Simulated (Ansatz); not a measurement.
Basis-set series for B2F4H4N2 (`F[B-]1(F)[NH2+][B-](F)(F)[NH2+]1`). Total charge 0; spin multiplicity 1. All single points use the PBE0-D4/def2-TZVP geometry.

```json
{"functional": "PBE0-D4", "basis": "def2-SVP", "functions": "132", "energy (Eh)": "-560.37712", "HOMO (eV)": "-9.60", "LUMO (eV)": "1.26"}
{"functional": "PBE0-D4", "basis": "def2-QZVPP", "functions": "576", "energy (Eh)": "-561.06937", "HOMO (eV)": "-9.78", "LUMO (eV)": "0.09"}
{"functional": "ωB97M-V", "basis": "def2-SVP", "functions": "132", "energy (Eh)": "-560.78336", "HOMO (eV)": "-11.99", "LUMO (eV)": "2.83"}
{"functional": "ωB97M-V", "basis": "def2-QZVPP", "functions": "576", "energy (Eh)": "-561.48580", "HOMO (eV)": "-12.18", "LUMO (eV)": "1.14"}
```

**Question.** Give the rows for def2-TZVPP. (Best estimate.)

**Answer.** Computed: 
| functional | basis | functions | energy (Eh) | HOMO (eV) | LUMO (eV) |
| --- | --- | --- | --- | --- | --- |
| PBE0-D4 | def2-TZVPP | 304 | -561.04039 | -9.75 | 0.44 |
| ωB97M-V | def2-TZVPP | 304 | -561.45912 | -12.14 | 1.76 |

Positive LUMOs are unbound and depend on the basis.
